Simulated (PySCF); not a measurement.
Compound: C3H6N2SSi.
SMILES: `[SiH3]NC1=CSN=C1`

Level of theory: TDDFT CAM-B3LYP/def2-SVPD, vertical, gas phase, core orbitals frozen in the response (PySCF). Geometry: GFN2-xTB, one conformer, isolated molecule. Torsions of this conformer, `[SiH3:1][NH:2][c:3]1[cH:4][n:5][s:6][cH:7]1`: Si1–N2–C3–C4 0°.

Broadening: Gaussians 0.25 eV wide at half height, area fixed by f = 4.319×10⁻⁹ ∫ε dν̃. The width is an assumption, not a result. The curve ends short of the highest state used, and states not computed would add to its high-energy end.

(λ (nm), ε (L mol⁻¹ cm⁻¹)): (207.2, 1762), (209.3, 779), (211.3, 336), (213.4, 238), (215.4, 289), (217.5, 338), (219.5, 316), (221.6, 231), (223.6, 138), (225.7, 66), (227.8, 28), (229.8, 15), (231.9, 10), (233.9, 9), (236.0, 10), (238.0, 21), (240.1, 73), (242.1, 243), (244.2, 731), (246.3, 1829), (248.3, 3717), (250.4, 6636), (252.4, 9917), (254.5, 13013), (256.5, 14705), (258.6, 14586), (260.7, 12663), (262.7, 9835), (264.8, 6702), (266.8, 4178), (268.9, 2284), (270.9, 1166), (273.0, 522), (275.0, 222), (277.1, 83), (279.2, 28)

(1) Where are the band maxima, and which computed states make them?

(2) On this curve, what absorbance would a 10⁻⁵ mol/L sample give at 248 nm over a 1 cm path?

(3) Coming from long wavelengths, where does ε first pass 100 L mol⁻¹ cm⁻¹?

Results:

(1) 257 nm (4.82 eV), ε about 15000, made up of S1 (100%); 218 nm (5.69 eV), ε about 340, made up of S4 (95%) (ε in L mol⁻¹ cm⁻¹; maxima over ε = 5, shares over 10%). At its high-energy end, 5.98 eV, the curve is still rising (ε about 1700, from S5). The states used: S1 4.82 eV (f 0.138); S2 5.32 eV (f 0.0001); S3 5.64 eV (f 0.0002); S4 5.69 eV (f 0.0030); S5 6.11 eV (f 0.034); S6 6.34 eV (f 0.0015); S7 6.47 eV (f 0.0008); S8 6.58 eV (f 0.0000).

(2) 248 nm is 4.999 eV, where ε is about 3400 L mol⁻¹ cm⁻¹, so A = ε c l ≈ 0.034 (Beer–Lambert, with the gas-phase spectrum and the assumed width).

(3) At about 277 nm (4.48 eV), 0.33 eV below S1.
